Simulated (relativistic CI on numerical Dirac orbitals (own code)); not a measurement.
Magnetism of Co²⁺, 3d7, in a crystal field

Calculated by Dirac-Coulomb-Breit CI, orbitals from a KLI potential per configuration, model QED, valence Slater integrals scaled by 0.75, one configuration in a parametric crystal field (own radial code).

Field parameters in Wybourne normalisation: Td as Oh with Dq negative (B⁴₀ = 21Dq, B⁴₄ = √(5/14) B⁴₀). The field is a parameter set, without covalency.

S is read from ⟨S²⟩ = S(S + 1).

Powder χT (cm³ K mol⁻¹) by Van Vleck's formula, with temperature-independent terms:

```
                Field   2 K   5 K  10 K  20 K  50 K  100 K  200 K  300 K
Td, 10Dq = -1450 cm⁻¹  3.38  3.38  3.39   3.4  3.44   3.51   3.64   3.77
Td, 10Dq = -2600 cm⁻¹  2.83  2.84  2.84  2.85  2.87   2.91   2.99   3.06
Td, 10Dq = -3750 cm⁻¹  2.56  2.56  2.57  2.57  2.59   2.62   2.67   2.72
Td, 10Dq = -4900 cm⁻¹  2.41  2.41  2.41  2.41  2.43   2.45   2.49   2.53
Td, 10Dq = -6050 cm⁻¹  2.31  2.31  2.31  2.31  2.32   2.34   2.38   2.41
Td, 10Dq = -7200 cm⁻¹  2.24  2.24  2.24  2.25  2.25   2.27    2.3   2.33
Td, 10Dq = -8400 cm⁻¹  2.19  2.19  2.19  2.19   2.2   2.21   2.24   2.26
Td, 10Dq = -9550 cm⁻¹  2.15  2.15  2.15  2.16  2.16   2.17   2.19   2.22
```

For Td, 10Dq = -7200 cm⁻¹: what effective moment follows at 300 K?

μ_eff = √(8χT) = 4.31 μB. The ground level has S = 1.50; the spin-only moment for S = 3/2 is 3.88 μB. The difference comes from the orbital moment, spin-orbit mixing of terms and temperature-independent paramagnetism, all larger in this ionic model than in covalent complexes.
